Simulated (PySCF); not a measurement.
Atoms are numbered as in `[CH:1]#[C:2][C@H:3]1[C@@H:4]2[CH2:5][CH2:6][C@H:7]1[CH2:8]2`. Hydrogens are named by the atom that carries them. Ha(C5), Ha(C6), Ha(C8) are cis to C2 on the ring; Hb(C5), Hb(C6), Hb(C8) are trans to C2 on the ring.

Geometry: GFN2-xTB; GIAO shifts from PySCF, gas phase, non-relativistic, averaged over equivalent atoms.

At PW91/pcSseg-1 (186 basis functions, 31 s wall time on 1 thread of an Arm Neoverse V2, shared host):
```
        atoms  δ (ppm)
           C2     89.8
           C1     72.1
        C4/C7     51.0
           C3     44.2
           C8     40.4
        C5/C6     31.6
       Ha(C8)     2.71
  H(C4)/H(C7)     2.54
        H(C3)     2.19
Hb(C5)/Hb(C6)     1.74
Ha(C5)/Ha(C6)     1.71
        H(C1)     1.35
       Hb(C8)     0.92
```

Referencing at the same level of theory: $^{13}$C (σ = 181.47 ppm), $^{1}$H (σ = 31.65 ppm) against TMS.

What do these become at CAM-B3LYP/6-311G**?

Results:


```tsv
atoms	δ at CAM-B3LYP/6-311G**	change
C2	91.6	+1.8
C1	74.8	+2.7
C4/C7	48.1	-2.9
C3	42.0	-2.2
C8	38.6	-1.8
C5/C6	30.0	-1.6
Ha(C8)	2.65	-0.06
H(C4)/H(C7)	2.52	-0.02
H(C3)	2.04	-0.15
Hb(C5)/Hb(C6)	1.69	-0.05
Ha(C5)/Ha(C6)	1.69	-0.02
H(C1)	1.35	+0.00
Hb(C8)	0.98	+0.06
```

Scale: $^{13}$C (σ = 188.92 ppm) and $^{1}$H (σ = 32.20 ppm) vs TMS (reference shieldings calculated alike).

The largest change is at C4/C7 (sp3 CH in a ring). Cost: 204 basis functions, 35 s wall time on 1 thread of an Arm Neoverse V2, shared host. The order of the carbon signals is the same at both levels.
